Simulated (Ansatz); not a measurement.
Basis-set extrapolation for C$_{8}$H$_{18}$Cl$_{2}$O$_{2}$Si, SMILES `CC(C)(C)O[Si](Cl)(Cl)OC(C)(C)C` (PBE0-D4/def2-TZVP geometry, frozen core, Ansatz 0.2.0). Multiplicity 1, RHF reference.

```tsv
	def2-TZVPP	def2-QZVPP
HF	-1671.534527	-1671.590996
MP2 correlation	-2.366502	-2.541428
CCSD(T) correlation	-2.584273	not run
```

Energies in hartree. Use E(X) = E(∞) + A·exp(−7.88·√X) for Hartree–Fock and E(X) = E(∞) + B·X^(−2.97) for correlation, with X = 3 and 4, and add CCSD(T) minus MP2 of the smaller set to the MP2 limit.

What is the CCSD(T) energy at the basis-set limit?

HF limit: -1671.590996 + (-0.056469) × 0.13774 = -1671.59877. MP2 limit: -2.541428 + (-0.174926) × 0.74074 = -2.67100. Higher-order term: -2.584273 − (-2.366502) = -0.21777. Total: -1674.48754 hartree, 231.4 kcal/mol below CCSD(T)/def2-TZVPP.
